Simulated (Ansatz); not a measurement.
Reaction (cleavage of the Si–Si bond): `F[Si](F)([SiH3])Cl` + `[SH][GeH2][Cl]` → `F[Si](F)(Cl)[S][GeH2][Cl]` + SiH₄

Calculated with Ansatz (gas phase, PBE0-D4/def2-TZVP geometries, no zero-point term in ΔE). CBS: MP2 limit from def2 TZ/QZ plus the TZ coupled-cluster correction, frozen cores. This one scheme is used for every species. DFT in def2-TZVPP. B3LYP here is the variant with VWN-RPA as its local correlation; programs differ in this. For Ge outer-core shells are correlated without core-valence functions, which leaves a few kJ/mol of doubt a bond. Scalar relativity is left out up to krypton. One conformer a species, not always the lowest.

`F[Si](F)([SiH3])Cl`:

Z-matrix (Å, degrees):
```
Si
F 1 1.585
Si 1 2.330 2 111.5
F 1 1.585 2 106.4 3 121.7
Cl 1 2.034 2 107.7 3 -123.1
H 3 1.484 1 108.3 2 179.6
H 3 1.484 1 108.3 2 -60.9
H 3 1.484 1 109.5 2 59.3
```

`[SH][GeH2][Cl]`:

Cartesian coordinates in Å:
```
S 0.576 -1.394 0.928
Ge 0.149 0.495 -0.126
Cl -1.858 1.167 0.286
H -0.208 -2.129 0.122
H 0.229 0.318 -1.645
H 1.112 1.543 0.436
```

`F[Si](F)(Cl)[S][GeH2][Cl]`:

Z-matrix (Å, degrees):
```
Si
F 1 1.576
Cl 1 2.015 2 108.0
F 1 1.580 2 107.8 3 116.3
S 1 2.096 2 107.8 3 -123.9
Ge 5 2.229 1 99.8 2 -150.4
Cl 6 2.145 5 110.0 1 -60.6
H 6 1.527 5 111.1 1 58.3
H 6 1.529 5 104.4 1 -176.9
```

SiH₄:

```xyz
5

Si    0.000    0.000    0.000
H    -0.182   -1.468    0.121
H    -1.327    0.665   -0.004
H     0.712    0.308   -1.266
H     0.798    0.496    1.149
```

| level | ΔE (kJ/mol) | difference from CCSD(T)/CBS |
| --- | --- | --- |
| B3LYP-D4 | -66.3 | 1.3 |
| ωB97X-V | -64.6 | 3.0 |
| ωB97M-V | -71.3 | -3.7 |
| B2PLYP | -62.6 | 5.0 |
| HF/def2-TZVPP | -63.2 | 4.4 |
| SCS-MP2/def2-TZVPP | -73.3 | -5.7 |
| HF/def2-QZVPP | -62.8 | 4.8 |
| SCS-MP2/def2-QZVPP | -73.3 | -5.7 |
| HF/CBS(def2) | -62.7 | 4.9 |
| MP2/CBS(def2) | -78.5 | -10.9 |
| CCSD(T)/CBS | -67.6 | 0 |

Largest T1 diagnostic among the species: 0.012.

The D4 term adds −13.5 kJ/mol with B3LYP and −7.5 kJ/mol with PBE0; it sums over pairs of atoms, weighted by their polarisabilities, and B3LYP, whose exchange is more repulsive, gets the larger term. From PBE to PBE0 (25 % exact exchange), in def2-TZVPP and without D4, ΔE moves by −5.7 kJ/mol. In def2-TZVPP, CCSD(T) changes the Hartree–Fock value by −3.7 kJ/mol (the triples alone add −2.1 kJ/mol) and MP2 by −14.6 kJ/mol.
